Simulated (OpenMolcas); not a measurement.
## Co2+ in a point-charge field

Co2+ among 3 point charges of -2 e arranged as a planar triangle (D3h), 1.75 Å from the ion.
```
   1.7500    0.0000    0.0000  -2.00
  -0.8750    1.5155    0.0000  -2.00
  -0.8750   -1.5155    0.0000  -2.00
```

```json
{
 "Program": "OpenMolcas 26.06",
 "Method": "SS-CASPT2, IPEA 0.25 Eh, imaginary shift 0.1 Eh (closed shells correlated: 3s 3p)",
 "Basis": "ANO-RCC-VDZP [5s4p2d1f]",
 "Scalar Hamiltonian": "DKH2, point nucleus",
 "Active space": "7 electrons in 5 orbitals (3d)",
 "State averaging": "2S+1 = 4 even, 10 roots; 2S+1 = 2 even, 40 roots",
 "Spin-orbit coupling": "state interaction with AMFI integrals over the reference wave functions"
}
```

The lowest spin-free states (labels of D3, the rotations of D3h), above the lowest:

```json
{"State": "4E", "Degeneracy": "2", "E (cm-1)": "0", "Free-ion L (%)": "F (83)"}
{"State": "4A2", "Degeneracy": "1", "E (cm-1)": "2850", "Free-ion L (%)": "F (93)"}
{"State": "4E", "Degeneracy": "2", "E (cm-1)": "6690", "Free-ion L (%)": "F (100)"}
{"State": "4A1", "Degeneracy": "1", "E (cm-1)": "12120", "Free-ion L (%)": "F (100)"}
{"State": "4A2", "Degeneracy": "1", "E (cm-1)": "12140", "Free-ion L (%)": "F (100)"}
{"State": "2E", "Degeneracy": "2", "E (cm-1)": "16760", "Free-ion L (%)": "H (100)"}
{"State": "2A2", "Degeneracy": "1", "E (cm-1)": "17730", "Free-ion L (%)": "G (75)"}
{"State": "2A1", "Degeneracy": "1", "E (cm-1)": "17770", "Free-ion L (%)": "G (75)"}
{"State": "2E", "Degeneracy": "2", "E (cm-1)": "17840", "Free-ion L (%)": "D (45)"}
{"State": "2E", "Degeneracy": "2", "E (cm-1)": "18020", "Free-ion L (%)": "G (64)"}
{"State": "2E", "Degeneracy": "2", "E (cm-1)": "19780", "Free-ion L (%)": "G (79)"}
{"State": "4E", "Degeneracy": "2", "E (cm-1)": "20970", "Free-ion L (%)": "P (83)"}
{"State": "2E", "Degeneracy": "2", "E (cm-1)": "22020", "Free-ion L (%)": "G (66)"}
{"State": "2A2", "Degeneracy": "1", "E (cm-1)": "22780", "Free-ion L (%)": "P (89)"}
{"State": "2A1", "Degeneracy": "1", "E (cm-1)": "23220", "Free-ion L (%)": "G (76)"}
{"State": "2E", "Degeneracy": "2", "E (cm-1)": "26160", "Free-ion L (%)": "H (79)"}
{"State": "2E", "Degeneracy": "2", "E (cm-1)": "27040", "Free-ion L (%)": "D (52)"}
{"State": "2A1", "Degeneracy": "1", "E (cm-1)": "27180", "Free-ion L (%)": "D (78)"}
{"State": "2A2", "Degeneracy": "1", "E (cm-1)": "31850", "Free-ion L (%)": "H (77)"}
{"State": "2A1", "Degeneracy": "1", "E (cm-1)": "32070", "Free-ion L (%)": "H (77)"}
```

The lowest levels with spin-orbit coupling:

```tsv
E (cm-1)	Degeneracy	Label	2S+1	g
0	2	E1/2	4	0.00 0.00 7.99
71	2	E3/2	4	0.00 0.00 4.03
210	2	E1/2	4	0.45 3.55 3.55
530	2	E1/2	4	2.42 2.42 3.55
3220	2	E3/2	4	0.00 0.00 5.96
3310	2	E1/2	4	1.99 2.90 2.90
6380	2	E1/2	4	0.00 0.00 9.95
6790	2	E1/2	4	0.00 0.00 5.96
7180	2	E3/2	4	0.00 0.00 1.96
7570	2	E1/2	4	0.00 0.00 2.04
11540	2	E3/2	4	0.00 0.00 11.95
12160	2	E1/2	4	0.13 0.13 7.96
12740	2	E1/2	4	0.13 0.13 3.96
13270	2	E3/2	4	0.00 0.00 0.04
16820	2	E1/2	2	0.00 0.00 11.91
17130	2	E3/2	2	0.00 0.00 8.02
17360	2	E3/2	2	0.00 0.00 3.58
17680	2	E1/2	2	0.03 0.03 4.35
18060	2	E1/2	2	0.23 0.23 7.76
18130	2	E3/2	2	0.00 0.00 2.34
```

Powder χT (cm3 K/mol): 2.04 at 2 K, 2.2 at 10 K, 2.71 at 50 K, 2.87 at 100 K, 2.97 at 200 K, 2.99 at 300 K. The effective moment at 300 K is 2.828 √(χT) = 4.89 μB.

The lowest level has 2S+1 = 4, for which the spin-only value is χT = S(S+1) / 2 = 1.875 cm3 K/mol (g = 2). The computed 2.986 at 300 K differs by +1.111, through orbital momentum, spin-orbit coupling and any other state in reach.

Roots that are degenerate in the reference are averaged as groups; the widest CASPT2 spread within a group is 110 cm-1 (the 2-fold group of multiplicity 4 near 6690 cm-1 above the lowest state of its run). Shifts and gaps below about the spread of the groups concerned are not significant. An orbital doublet at a regular site is open to a Jahn-Teller distortion, which this geometry leaves out. Free-ion shares, where given, are those of the reference states; single-state CASPT2 does not remix them. Point charges carry no covalency, so the field is a model and not that of real ligands. No measured value stands beside these numbers.
